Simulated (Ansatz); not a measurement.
`O[SiH](F)[AlH2]` + `C=CC` → `C=[C](C)[AlH2]` + `O[SiH2]F` at 500 K and 1 bar (formal exchange of groups at the Al–Si bond).

Computed with Ansatz on PBE0-D4/def2-TZVP structures; ΔE is electronic, products minus reactants. CCSD(T)/CBS adds triple-zeta CCSD(T) − MP2 to the extrapolated MP2 energy (def2 sets, frozen cores). Each species was taken in one conformer, which may not be the lowest.

| species | CCSD(T)/CBS energy (Eh) | H − E (kJ/mol) | S (J/(mol·K)) |
| --- | --- | --- | --- |
| `O[SiH](F)[AlH2]` | -708.55508 | 147.8 | 405.9 |
| `C=CC` | -117.74610 | 238.4 | 304.6 |
| `C=[C](C)[AlH2]` | -360.34570 | 261.0 | 383.8 |
| `O[SiH2]F` | -465.96250 | 118.8 | 315.1 |

H − E and S are ideal-gas, rigid-rotor, harmonic terms from PBE0-D4/def2-TZVP, for one conformer and one mirror image of each species. 1 Eh = 2625.50 kJ/mol, R = 8.31446 J/(mol·K).

Q: By hand: ΔE, ΔH, ΔS and ΔG.

A: ΔE = (-360.34570) + (-465.96250) − (-708.55508) − (-117.74610) = -0.00702 Eh = -18.4 kJ/mol. Δ(H − E) = 261.0 + 118.8 − 147.8 − 238.4 = -6.4, so ΔH = -24.8 kJ/mol. ΔS = 383.8 + 315.1 − 405.9 − 304.6 = -11.6 J/(mol·K). ΔG = -24.8 − 500 × (-11.6)/1000 = -19.0 kJ/mol.

Q: By hand: the equilibrium constant, and the temperature at which ΔG would vanish if ΔH and ΔS stayed fixed.

A: log₁₀ K = −ΔG/(RT ln 10) = 2.0. ΔG = 0 at ΔH/ΔS = 2138 K, though so small a ΔS makes that figure unsure.

The number of gas molecules stays the same, so ΔS is small and ΔH decides. A doubt of 5 kJ/mol in ΔE shifts log₁₀ K by 0.5 here. Other conformers and mirror images would add mixing entropy, several J/(mol·K) or more a flexible species. Modes under 60 cm⁻¹, often nearly free rotors, make the harmonic entropy too high. These are equilibria of isolated gas molecules and say nothing of rates. Largest T1 diagnostic: 0.012 (customary marks: 0.02 for closed shells, 0.045 for open ones).
